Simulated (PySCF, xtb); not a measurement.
isocyanic acid (CHNO), SMILES C(=N)=O.

Harmonic wavenumbers (cm⁻¹) from xtb 6.7.1 with GFN2-xTB at its own minimum, in rising order: 528, 553, 689, 1404, 2510, 3636.

What does ωB97X-D3(BJ)/def2-TZVP in PySCF give at its own minimum? (The exact figures need the calculation; the answer reports its results.)

568, 652, 798, 1357, 2348, 3712. Paired by order, the mean absolute difference is 89 cm⁻¹ and the zero-point energies are 13.3 and 13.5 kcal/mol.
